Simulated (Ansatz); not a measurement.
Consider the redistribution: `[GeH3][O][GeH3]` + `[SiH3][GeH2][GeH2][GeH3]` → `[GeH3][GeH2][GeH2][GeH3]` + `[SiH3][O][GeH3]`.

Computed with Ansatz on PBE0-D4/def2-TZVP structures; ΔE is electronic, products minus reactants. CBS: MP2 limit from def2 TZ/QZ plus the TZ coupled-cluster correction, frozen cores. DFT in def2-TZVPP. For Ge outer-core shells are correlated without core-valence functions, which leaves a few kJ/mol of doubt a bond. Scalar relativity is left out up to krypton. Each species was taken in one conformer, which may not be the lowest.

Q: Is it downhill or uphill in electronic energy at CCSD(T)/CBS, and by how much? (Best estimate.)

A: Computed: Downhill: ΔE = -0.88 eV.

Q: What do these levels give: PBE-D4, r2SCAN-D4, r2SCAN0, HF/def2-SVP, CCSD/def2-SVP, CCSD(T)/def2-SVP? (Estimate.)

A: The calculation gave: PBE-D4 -0.78, r2SCAN-D4 -0.85, r2SCAN0 -0.90, HF/def2-SVP -0.82, CCSD/def2-SVP -0.74, CCSD(T)/def2-SVP -0.72 eV.

Largest T1 diagnostic among the species: 0.012.

From PBE to PBE0 (25 % exact exchange), in def2-TZVPP and without D4, ΔE moves by −0.05 eV. At CCSD(T), def2-SVP lies +0.17 eV from the extrapolated value and def2-TZVPP +0.02 eV. In def2-TZVPP, CCSD(T) changes the Hartree–Fock value by +0.08 eV (the triples alone add +0.02 eV) and MP2 by +0.04 eV.
